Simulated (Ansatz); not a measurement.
Which is lower?

The two ends of one reaction step of SiH2Cl2O, singlet (PBE0-D4/def2-TZVP).

A:

```xyz
6
angstrom
Si 0.0061 -0.3391 0.1586
Cl 1.6742 -0.8321 -0.9100
Cl -1.6168 -0.9019 -0.9447
H 0.0079 -1.0524 1.4403
O -0.0314 1.2474 0.4893
H -0.0399 1.8780 -0.2334
```

B:

Si1  (0.191, -1.305, 0.030)
Cl2  (1.475, -0.402, -1.429)
Cl3  (-1.724, -0.856, -0.822)
H4  (-0.780, 0.894, 0.767)
O5  (0.106, 0.560, 0.975)
H6  (0.732, 1.109, 0.478)
(Å)

Computed with Ansatz 0.2.0 (basis: def2-TZVPP); correlated methods freeze the cores. B3LYP uses VWN-RPA correlation.

Task: Which structure is lower at CCSD(T), and by how much? (To be estimated.)

Result: By the calculation: A, by 49.18 kcal/mol (electronic energy, against the other). By their contacts, A is SiH₂Cl₂O ([OH][SiH]([Cl])[Cl]) and B is SiH₂Cl₂O ([OH2][Si]([Cl])[Cl]).

All methods give the same order:

```tsv
method	E(B) − E(A) (kcal/mol)
SPW92	41.73
PBE-D4	41.46
BLYP-D4	41.33
r2SCAN-D4	49.74
B97M-V	48.18
PBE0-D4	46.35
B3LYP-D4	45.54
r2SCAN0-D4	51.34
BHLYP-D4	50.75
CAM-B3LYP-D4	48.66
wB97X-V	50.15
wB97M-V	45.02
B2PLYP	48.54
PBE-QIDH	51.35
RPA on PBE	47.19
HF	57.02
MP2	51.69
CCSD	50.48
CCSD(T)	49.18
```

The T1 diagnostic stays at or below 0.011.

Labels in which every atom is bracketed show which atoms are joined, not bond orders.

For scale, one of the runs: CCSD(T)/def2-TZVPP, 185 basis functions, launched by `ansatz run in.yaml --threads 2 --pin off --events-out ev --progress --plain --max-ram 4352MiB`. The run took 39 s on 2 CPU threads of an Arm Neoverse V2 (shared host), with 1.7 GiB of host memory at its peak.
